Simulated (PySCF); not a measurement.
Working with the constants of SiPb

UHF-CCSD(T) constants of SiPb, ³Σ⁻ (triplet), unpaired electrons π ↑↑ (PySCF, scalar-relativistic core potentials, basis sets Si cc-pV(D+d)Z, Pb cc-pVDZ-PP with ECP60; masses 27.9769 and 207.9766 u):

```
ωe            : 307.2 cm⁻¹
ωexe          : 0.881 cm⁻¹
Be            : 0.099152 cm⁻¹
αe            : 0.000383 cm⁻¹
De to Si + Pb : 2.02 eV
```

(1) What force constant and bond length do these constants imply?

(2) Estimate the centrifugal constant D from the Kratzer relation and find the Dunham coefficient a1.

Correlated steps freeze 9 core orbitals. Correlated levels converge slowly with the basis: in double zeta they bind strong bonds too weakly, by up to about 1 eV, and carry superposition errors of some tenths. Spin–orbit coupling is left out, which matters for elements this heavy, above all for dissociation energies. The state is the lowest determinant that a PBE0 search found; another state may lie lower at other levels.

Results:

(1) Reduced mass μred = 24.660 u; k = 5.8918×10⁻⁷·μred·ωe² (u, cm⁻¹, mdyn/Å) = 1.37 mdyn/Å; Re = √(16.8576/(μred·Be)) (u, cm⁻¹, Å) = 2.626 Å.

(2) D = 4Be³/ωe² = 4.13e-08 cm⁻¹; a1 = −1 − αeωe/(6Be²) = -2.99.
